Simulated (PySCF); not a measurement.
C3H6BFO2, SMILES C[C@]1(F)OCB1O. Atoms are numbered in the order given.

```xyz
13

C     -1.8033    -0.7292    -0.2365
C     -0.5092    -0.1507     0.2590
F     -0.3006    -0.6144     1.5573
O     -0.5199     1.2555     0.2560
C      0.8031     1.4752    -0.2979
B      0.8962    -0.0850    -0.5216
O      1.7611    -0.9099    -1.1148
H     -1.7850    -1.8271    -0.1858
H     -2.6252    -0.3606     0.3964
H     -1.9935    -0.4172    -1.2730
H      0.7651     2.1330    -1.1831
H      1.4881     1.9280     0.4407
H      1.5023    -1.8381    -1.0796
```
Charge 0, spin multiplicity 1.

Geometry optimised at PBE0-D3(BJ)/def2-SVP. The structure was generated by enumeration; whether it is a known compound was not checked. Other conformers were not sampled.

Level of theory: PySCF with B3LYP/def2-TZVP.

Atomic charges (e):

```
atom  Mulliken  Löwdin  meta-Löwdin
----  --------  ------  -----------
C1       -0.31   -0.26        -0.34
C2        0.28   -0.42         0.37
F3       -0.24    0.12        -0.34
O4       -0.29    0.23        -0.39
C5       -0.09   -0.21        -0.13
B6        0.14   -0.59         0.33
O7       -0.35    0.24        -0.46
H8        0.10    0.13         0.12
H9        0.12    0.13         0.13
H10       0.11    0.13         0.12
H11       0.10    0.14         0.12
H12       0.10    0.14         0.12
H13       0.33    0.22         0.36
```

Computed Mayer and Wiberg (Löwdin basis) orders of the bonds:
```
bond    Mayer  Wiberg
------  -----  ------
C1–C2    0.94    1.25
C2–F3    0.95    1.55
C2–O4    1.05    1.43
O4–C5    0.94    1.32
C2–B6    0.95    0.99
C5–B6    1.03    1.17
B6–O7    1.46    2.10
C1–H8    0.97    0.89
C1–H9    0.97    0.89
C1–H10   0.96    0.89
C5–H11   0.94    0.86
C5–H12   0.93    0.86
O7–H13   0.87    0.93
```
